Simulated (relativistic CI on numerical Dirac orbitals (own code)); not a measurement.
Sensitivity of the levels of Rb XXI to α and to the nuclear radius

Method of calculation: Dirac-Coulomb-Breit CI, separate exchange-only KLI orbitals for each configuration, derivatives by finite differences, unscaled Slater integrals, QED left out (own radial code, finite nucleus).

Configuration list (outside the closed core [Ne]): 3s²3p⁵, 3s3p⁶, 3s²3p⁴3d, 3s3p⁵3d, 3p⁶3d, 3s3p⁴3d², 3p⁵3d², 3p⁴3d³. Double excitations out of closed p, d and f shells are left out; levels of such configurations are missing from the list, as are those of other unlisted configurations, and high levels can miss mixing partners.

With x = (α/α₀)² − 1 an excitation energy changes as ω = ω₀ + qx; K = 2q/ω₀ is the relative enhancement. Terms are leading LS components, so labels can repeat. The field-shift factor is F = δν/δ⟨r²⟩ for the transition from the lowest level.

Lowest level 3s²3p⁵ ²P°3/2.

```
         Level  ω₀ (cm⁻¹)  q (cm⁻¹)       K  F (GHz/fm²)
 3s²3p⁵ ²P°1/2     100268    104600    2.09       -0.995
   3s3p⁶ ²S1/2     572047    113500   0.397        -74.8
3s²3p⁴3d ⁴D5/2     708227     27890  0.0788        0.437
3s²3p⁴3d ⁴D3/2     709754     23100  0.0651        0.391
3s²3p⁴3d ⁴D7/2     718146     40820   0.114        0.513
3s²3p⁴3d ⁴D1/2     721498     30420  0.0843        0.309
3s²3p⁴3d ⁴F9/2     759697     30030   0.079         0.78
3s²3p⁴3d ²F7/2     767617     18440   0.048        0.597
3s²3p⁴3d ²D3/2     787034     33950  0.0863        0.111
3s²3p⁴3d ²P1/2     789184     90120   0.228       -0.614
3s²3p⁴3d ⁴P1/2     797385     60760   0.152        -2.34
3s²3p⁴3d ⁴F5/2     814678     82000   0.201      -0.0181
3s²3p⁴3d ²P3/2     818346    104500   0.255       -0.383
3s²3p⁴3d ⁴F3/2     820779     77070   0.188     -0.00482
3s²3p⁴3d ⁴P5/2     829218     59960   0.145       0.0184
3s²3p⁴3d ⁴F7/2     842047    117100   0.278       -0.125
3s²3p⁴3d ²P3/2     855665    129400   0.302       -0.488
3s²3p⁴3d ²D5/2     863668    119400   0.277       -0.419
3s²3p⁴3d ²G7/2     868947    108700    0.25       -0.222
3s²3p⁴3d ²F5/2     880352    117000   0.266       -0.373
3s²3p⁴3d ²G9/2     882516    127600   0.289      -0.0718
3s²3p⁴3d ²F5/2     912443    108000   0.237         -0.3
3s²3p⁴3d ²F7/2     937264    123800   0.264       -0.375
```

At this charge energies of transitions that change n are usually good to better than 1 %, and those within a shell (Δn = 0) to a few per cent.
